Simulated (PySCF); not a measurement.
ethylenediamine (C2H8N2), singlet, at a GFN2-xTB geometry; MP2/STO-3G run with PySCF.

The PySCF input:
```python
from pyscf import gto, scf, mp

mol = gto.M(
    atom='''
N     1.803892    0.386268   -0.224428
C     0.556944    0.177002    0.492213
C    -0.554922   -0.184469   -0.491756
N    -1.759348   -0.550724    0.234509
H     2.552318    0.599947    0.425329
H     1.714755    1.170961   -0.862384
H     0.238868    1.053641    1.084956
H     0.696963   -0.659102    1.180802
H    -0.234142   -1.049638   -1.076059
H    -0.702784    0.659142   -1.189946
H    -2.493257   -0.818000   -0.411963
H    -2.096663    0.239043    0.775954
''',
    basis='sto-3g',
    charge=0,
    spin=0,
    verbose=4,
)

mf = scf.RHF(mol)
mf.kernel()

pt = mp.MP2(mf)
pt.kernel()
print('E(MP2) = %.10f' % pt.e_tot)
```

**Question.** Write the output that PySCF gives for this input, abridged.

**Answer.** 
```
PySCF version 2.14.0

[INPUT] verbose = 4
[INPUT] num. atoms = 12
[INPUT] num. electrons = 34
[INPUT] charge = 0
[INPUT] spin (= nelec alpha-beta = 2S) = 0
[INPUT] symmetry False subgroup None
[INPUT] Mole.unit = angstrom
[INPUT] Symbol           X                Y                Z      unit          X                Y                Z       unit  Magmom
[INPUT]  1 N      1.803892000000   0.386268000000  -0.224428000000 AA    3.408861838294   0.729940730683  -0.424107454684 Bohr   0.0
[INPUT]  2 C      0.556944000000   0.177002000000   0.492213000000 AA    1.052471626720   0.334485303500   0.930147764951 Bohr   0.0
[INPUT]  3 C     -0.554922000000  -0.184469000000  -0.491756000000 AA   -1.048650600496  -0.348595888472  -0.929284160112 Bohr   0.0
[INPUT]  4 N     -1.759348000000  -0.550724000000   0.234509000000 AA   -3.324685877801  -1.040717530225   0.443157783746 Bohr   0.0
[INPUT]  5 H      2.552318000000   0.599947000000   0.425329000000 AA    4.823182002798   1.133735519254   0.803755322835 Bohr   0.0
[INPUT]  6 H      1.714755000000   1.170961000000  -0.862384000000 AA    3.240417320729   2.212795592547  -1.629669574207 Bohr   0.0
[INPUT]  7 H      0.238868000000   1.053641000000   1.084956000000 AA    0.451395099923   1.991092923613   2.050269697204 Bohr   0.0
[INPUT]  8 H      0.696963000000  -0.659102000000   1.180802000000 AA    1.317069188955  -1.245522268153   2.231392387339 Bohr   0.0
[INPUT]  9 H     -0.234142000000  -1.049638000000  -1.076059000000 AA   -0.442464254258  -1.983528349936  -2.033456803873 Bohr   0.0
[INPUT] 10 H     -0.702784000000   0.659142000000  -1.189946000000 AA   -1.328069284726   1.245597857198  -2.248672043022 Bohr   0.0
[INPUT] 11 H     -2.493257000000  -0.818000000000  -0.411963000000 AA   -4.711572888155  -1.545795969894  -0.778497243454 Bohr   0.0
[INPUT] 12 H     -2.096663000000   0.239043000000   0.775954000000 AA   -3.962118845509   0.451725801994   1.466340545261 Bohr   0.0

nuclear repulsion = 132.411924682147
number of shells = 20
number of NR pGTOs = 84
number of NR cGTOs = 28
basis = sto-3g
ecp = {}

******** <class 'pyscf.scf.hf.RHF'> ********
method = RHF
initial guess = minao
damping factor = 0
level_shift factor = 0
DIIS = <class 'pyscf.scf.diis.CDIIS'>
diis_start_cycle = 1
diis_space = 8
diis_damp = 0
SCF conv_tol = 1e-09
SCF conv_tol_grad = None
SCF max_cycles = 50
direct_scf = True
direct_scf_tol = 1e-13
Set gradient conv threshold to 3.16228e-05
Initial guess from minao.
init E= -187.501804946861
  HOMO = -0.216154021356628  LUMO = 0.421728468577987  gap/eV = 17.35767
cycle= 1 E= -186.872825694454  delta_E= 0.629  |g|= 0.356  |ddm|= 4.05
  HOMO = -0.256760489199169  LUMO = 0.596680257214254  gap/eV = 23.22331
cycle= 2 E= -186.916772552651  delta_E= -0.0439  |g|= 0.0791  |ddm|= 0.559
  HOMO = -0.313347283627016  LUMO = 0.578162786440572  gap/eV = 24.25922
cycle= 3 E= -186.91906815254  delta_E= -0.0023  |g|= 0.0195  |ddm|= 0.132
  HOMO = -0.313872422093322  LUMO = 0.577884269735328  gap/eV = 24.26594
cycle= 4 E= -186.919299039178  delta_E= -0.000231  |g|= 0.0032  |ddm|= 0.056
  HOMO = -0.313238751364286  LUMO = 0.579024127522102  gap/eV = 24.27971
cycle= 5 E= -186.919306255261  delta_E= -7.22e-06  |g|= 0.000927  |ddm|= 0.0102
  HOMO = -0.313473286540693  LUMO = 0.578820436350623  gap/eV = 24.28055
cycle= 6 E= -186.919306890088  delta_E= -6.35e-07  |g|= 7.35e-05  |ddm|= 0.00378
  HOMO = -0.313467115556062  LUMO = 0.578837752795775  gap/eV = 24.28085
cycle= 7 E= -186.919306893661  delta_E= -3.57e-09  |g|= 6.45e-06  |ddm|= 0.000263
  HOMO = -0.313466643360333  LUMO = 0.5788365336326  gap/eV = 24.28081
cycle= 8 E= -186.919306893685  delta_E= -2.45e-11  |g|= 1.34e-06  |ddm|= 1.52e-05
  HOMO = -0.313466568197677  LUMO = 0.578836649319466  gap/eV = 24.28081
Extra cycle  E= -186.919306893686  delta_E= -5.68e-13  |g|= 4.99e-07  |ddm|= 2.56e-06
converged SCF energy = -186.919306893686

******** <class 'pyscf.mp.mp2.RMP2'> ********
nocc = 17, nmo = 28
E(RMP2) = -187.110113036787  E_corr = -0.190806143101122
E(SCS-RMP2) = -187.130767090209  E_corr = -0.211460196522638
E_corr(same-spin) = -0.0202005867677404
E_corr(oppo-spin) = -0.170605556333381
E(MP2) = -187.1101130368
```
